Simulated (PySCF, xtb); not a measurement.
GaClBr₂, SMILES [Cl][Ga]([Br])[Br].

Harmonic wavenumbers (cm⁻¹) from GFN2-xTB (xtb 6.7.1) at its own minimum, in rising order: 77, 90, 102, 229, 320, 396.

### Question
What does B3LYP-D3(BJ)/def2-SVP run with PySCF give at its own minimum? (The exact figures need the calculation; the answer reports its results.)

### Answer
86, 107, 117, 252, 350, 439. Paired by order, the mean absolute difference is 23 cm⁻¹ and the zero-point energies are 1.7 and 1.9 kcal/mol.
